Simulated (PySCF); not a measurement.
## Correlation energy of Bi (bismuth, neutral)

[Xe] 4f14 5d10 6s2 6p2 7s1, 7s spin antiparallel (an excited configuration). Calculation: PySCF 2.14, in aug-cc-pVQZ-PP with ECP60MDF (7s7p5d3f2g, 92 functions); scalar relativity through the core potential. Frozen: 5s2 5p6 5d10; 5 electrons correlated.

MP2 pair energies summed by pair of shells (mhartree):

| pair | energy | share (%) |
| --- | --- | --- |
| 6s-6p | -25.38 | 49.5 |
| 6s-6s | -12.25 | 23.9 |
| 6p-7s | -6.44 | 12.6 |
| 6p-6p | -3.92 | 7.7 |
| 6s-7s | -3.25 | 6.4 |

Total MP2 correlation energy: -51.25 mhartree.

Same-spin part -9.25 and opposite-spin part -42.00 mhartree; SCS-MP2 scales them by 1/3 and 6/5 to -53.48 mhartree.

Spin-orbit coupling is strong in this species, so the high-spin LS determinant is a model state.
